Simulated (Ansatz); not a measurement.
Gas-phase electronic energies from Ansatz, PBE0-D4/def2-TZVP geometries. CCSD(T)/CBS is the MP2 limit (def2-TZVPP, def2-QZVPP) plus CCSD(T) − MP2 in def2-TZVPP, frozen cores. Double bonds are as drawn, so ΔE can hold a change between cis and trans. Functionals use def2-TZVPP. B3LYP here is the variant with VWN-RPA as its local correlation; programs differ in this. One conformer a species, not always the lowest.

Consider the formal exchange of groups at the Si–C bond: `O[SiH2]/C(O)=C\Cl` + `FC[SiH3]` → `O[SiH2][SiH2]CF` + `O/C=C\Cl`.

`O[SiH2]/C(O)=C\Cl`:

Z-matrix (Å, degrees):
```
Si
C 1 1.875
O 1 1.660 2 98.3
H 1 1.484 2 113.0 3 -117.4
H 1 1.484 2 113.0 3 117.4
C 2 1.331 1 122.1 3 179.9
O 2 1.358 1 117.8 3 -0.0
H 3 0.957 1 120.4 2 179.6
Cl 6 1.726 2 119.5 1 0.0
H 6 1.082 2 125.3 1 -180.0
H 7 0.966 2 107.8 1 -0.0
```

`FC[SiH3]`:

Cartesian coordinates in Å:
```
F -1.304 -1.013 1.010
C -0.775 0.191 0.556
Si 0.742 -0.124 -0.536
H -0.514 0.800 1.429
H -1.557 0.721 0.002
H 1.260 1.196 -0.987
H 0.358 -0.939 -1.716
H 1.790 -0.831 0.242
```

`O[SiH2][SiH2]CF`:

Z-matrix (Å, degrees):
```
Si
Si 1 2.351
O 1 1.655 2 112.0
H 1 1.490 2 109.3 3 123.8
H 1 1.485 2 109.8 3 -116.9
C 2 1.903 1 110.7 3 176.8
H 2 1.491 1 110.7 3 -62.0
H 2 1.491 1 111.0 3 58.0
H 3 0.958 1 117.5 2 65.4
F 6 1.392 2 110.2 1 53.8
H 6 1.095 2 111.5 1 173.8
H 6 1.095 2 111.0 1 -66.0
```

`O/C=C\Cl`:

Z-matrix (Å, degrees):
```
C
C 1 1.329
O 1 1.339 2 126.4
H 1 1.083 2 120.5 3 180.0
Cl 2 1.727 1 120.6 3 -0.0
H 2 1.078 1 123.5 3 -180.0
H 3 0.968 1 108.3 2 -0.0
```

```json
{"level": "r2SCAN-D4", "ΔE (kJ/mol)": "-2.8"}
{"level": "ωB97X-V", "ΔE (kJ/mol)": "0.2"}
{"level": "B2PLYP", "ΔE (kJ/mol)": "1.0"}
{"level": "PBE", "ΔE (kJ/mol)": "-12.6"}
{"level": "B3LYP", "ΔE (kJ/mol)": "-3.9"}
{"level": "CCSD(T)/def2-TZVPP", "ΔE (kJ/mol)": "2.4"}
{"level": "MP2/def2-QZVPP", "ΔE (kJ/mol)": "7.9"}
{"level": "CCSD/CBS(def2)", "ΔE (kJ/mol)": "0.8"}
```

(1) What does CCSD(T)/CBS give? (An estimate is asked.)

Largest T1 diagnostic among the species: 0.012.

## Answers

(1) Computed: +1.9 kJ/mol. The listed levels differ from it by -4.7, -1.7, -0.9, -14.5, -5.8, 0.5, 6.0, -1.1 kJ/mol.

In def2-TZVPP, CCSD(T) changes the Hartree–Fock value by +3.1 kJ/mol (the triples alone add +1.1 kJ/mol) and MP2 by +8.9 kJ/mol. The D4 term adds +4.0 kJ/mol with B3LYP and +2.0 kJ/mol with PBE0; it sums over pairs of atoms, weighted by their polarisabilities, and B3LYP, whose exchange is more repulsive, gets the larger term.
